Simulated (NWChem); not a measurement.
System: disulfane (H2S2); SMILES SS

Program: NWChem. The geometry was optimised at PBE0/def2-SVP. Vertical excitations in the gas phase; the lowest state need not have the same character in each row.

For level PBE/def2-SVP, TDA:

```
Quantity                         Value
-------------------------------  -----
lowest excitation, singlet (eV)   4.78
lowest triplet (eV)               3.95
orbital gap (eV)                  4.36
```

Task: What are these values for level B3LYP/def2-SVP, TDA?

Result: The lowest excitation, singlet (eV) is 4.95. The lowest triplet (eV) is 4.12. The orbital gap (eV) is 6.23.
